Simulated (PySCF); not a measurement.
C₂H₄ClFSi₂, SMILES C#C[SiH2][Si@H](F)Cl.

Coordinates come from a PBE-D3(BJ)/def2-SVP optimisation. The structure was generated by enumeration; whether it is a known compound was not checked. The values are those of a single conformer.

Calculation: PBE-D3(BJ)/def2-SVP in PySCF.

Frequencies are harmonic and unscaled.

```json
[
 {"mode": "1", "ν (cm⁻¹)": "29", "IR (km/mol)": "0.2", "moving atoms (share of kinetic energy)": "C 30 %, Cl 26 %, F 22 %, Si 11 %, H 11 %"},
 {"mode": "2", "ν (cm⁻¹)": "60", "IR (km/mol)": "1.4", "moving atoms (share of kinetic energy)": "C 50 %, Cl 16 %, F 15 %, Si 10 %, H 10 %"},
 {"mode": "3", "ν (cm⁻¹)": "109", "IR (km/mol)": "1.2", "moving atoms (share of kinetic energy)": "Si 31 %, Cl 26 %, F 24 %, H 14 %"},
 {"mode": "4", "ν (cm⁻¹)": "184", "IR (km/mol)": "4.3", "moving atoms (share of kinetic energy)": "F 34 %, Si 27 %, C 22 %, H 9 %"},
 {"mode": "5", "ν (cm⁻¹)": "226", "IR (km/mol)": "6.1", "moving atoms (share of kinetic energy)": "C 69 %, H 30 %"},
 {"mode": "6", "ν (cm⁻¹)": "240", "IR (km/mol)": "11.1", "moving atoms (share of kinetic energy)": "F 41 %, Si 22 %, Cl 21 %, C 13 %"},
 {"mode": "7", "ν (cm⁻¹)": "332", "IR (km/mol)": "40.4", "moving atoms (share of kinetic energy)": "C 52 %, Si 32 %, H 8 %"},
 {"mode": "8", "ν (cm⁻¹)": "396", "IR (km/mol)": "9.2", "moving atoms (share of kinetic energy)": "Si 72 %, H 15 %"},
 {"mode": "9", "ν (cm⁻¹)": "460", "IR (km/mol)": "27.5", "moving atoms (share of kinetic energy)": "H 69 %, Si 21 %"},
 {"mode": "10", "ν (cm⁻¹)": "549", "IR (km/mol)": "56.3", "moving atoms (share of kinetic energy)": "Si 53 %, Cl 36 %, H 9 %"},
 {"mode": "11", "ν (cm⁻¹)": "637", "IR (km/mol)": "22.1", "moving atoms (share of kinetic energy)": "C 49 %, Si 40 %, H 11 %"},
 {"mode": "12", "ν (cm⁻¹)": "687", "IR (km/mol)": "3.1", "moving atoms (share of kinetic energy)": "H 87 %, C 10 %"},
 {"mode": "13", "ν (cm⁻¹)": "694", "IR (km/mol)": "22.6", "moving atoms (share of kinetic energy)": "H 76 %, C 24 %"},
 {"mode": "14", "ν (cm⁻¹)": "704", "IR (km/mol)": "29.7", "moving atoms (share of kinetic energy)": "H 78 %, C 22 %"},
 {"mode": "15", "ν (cm⁻¹)": "746", "IR (km/mol)": "310.8", "moving atoms (share of kinetic energy)": "H 89 %, Si 10 %"},
 {"mode": "16", "ν (cm⁻¹)": "765", "IR (km/mol)": "57.2", "moving atoms (share of kinetic energy)": "H 75 %, Si 21 %"},
 {"mode": "17", "ν (cm⁻¹)": "789", "IR (km/mol)": "34.5", "moving atoms (share of kinetic energy)": "H 83 %, F 14 %"},
 {"mode": "18", "ν (cm⁻¹)": "878", "IR (km/mol)": "140.2", "moving atoms (share of kinetic energy)": "F 41 %, Si 40 %, H 19 %"},
 {"mode": "19", "ν (cm⁻¹)": "888", "IR (km/mol)": "62.7", "moving atoms (share of kinetic energy)": "H 86 %, Si 9 %"},
 {"mode": "20", "ν (cm⁻¹)": "2084", "IR (km/mol)": "30.1", "moving atoms (share of kinetic energy)": "C 90 %, H 10 %"},
 {"mode": "21", "ν (cm⁻¹)": "2159", "IR (km/mol)": "45.9", "moving atoms (share of kinetic energy)": "H 98 %"},
 {"mode": "22", "ν (cm⁻¹)": "2167", "IR (km/mol)": "66.2", "moving atoms (share of kinetic energy)": "H 96 %"},
 {"mode": "23", "ν (cm⁻¹)": "2177", "IR (km/mol)": "145.0", "moving atoms (share of kinetic energy)": "H 97 %"},
 {"mode": "24", "ν (cm⁻¹)": "3390", "IR (km/mol)": "59.0", "moving atoms (share of kinetic energy)": "H 86 %, C 14 %"}
]
```
